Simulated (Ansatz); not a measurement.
Born–Oppenheimer molecular dynamics of CH7ClGaN (11 atoms, charge 0, multiplicity 1). It starts at the highest image of a converged band, a first-order saddle point between two minima.

The calculation used Ansatz, RKS PBE0/def2-SVP.

* ensemble: NVE (velocity Verlet)
* time step: 0.5 fs
* steps asked: 175
* starting velocities drawn for: 300 K
* seed: 8915

First frame:

```xyz
11
Properties=species:S:1:pos:R:3
Ga 0.173 -0.114 0.155
Cl -2.021 -1.089 1.140
C -0.253 0.381 -1.678
N 1.129 0.768 1.425
H -0.669 -1.726 0.792
H 0.359 -1.792 0.432
H 0.652 0.333 -2.302
H -0.651 1.405 -1.721
H -1.005 -0.305 -2.089
H 1.241 0.361 2.347
H 1.045 1.776 1.499
```

Problem. How far do the bonds stretch over the last three quarters of this one trajectory? (Pairs bonded in most of those frames.)

Solution. 
| bond | mean (Å) | spread (Å) | shortest | longest |
| --- | --- | --- | --- | --- |
| Ga1–C3 | 1.973 | 0.031 | 1.94 | 2.03 |
| Ga1–N4 | 1.837 | 0.037 | 1.77 | 1.88 |
| Ga1–H6 | 1.576 | 0.028 | 1.53 | 1.64 |
| Cl2–H5 | 1.292 | 0.009 | 1.28 | 1.31 |
| C3–H7 | 1.105 | 0.007 | 1.09 | 1.12 |
| C3–H8 | 1.102 | 0.020 | 1.07 | 1.13 |
| C3–H9 | 1.102 | 0.010 | 1.08 | 1.12 |
| N4–H10 | 1.014 | 0.016 | 0.99 | 1.04 |
| N4–H11 | 1.015 | 0.021 | 0.98 | 1.05 |

Mean temperature of the second half: 388 K. The conserved energy stayed within 0.15 meV per atom of its start (net change 0.064 meV per atom), so the integration is sound. A run of 0.087 ps of so small a system gives no equilibrium averages. The orbitals stay closed-shell, which can raise the energy where a bond breaks towards radicals; this wasn't checked here.

The run took 14 min on 2 threads of Intel(R) Xeon(R) Platinum 8259CL CPU @ 2.50GHz (Skylake/Cascade Lake), on a shared host, peak memory 0.3 GiB.
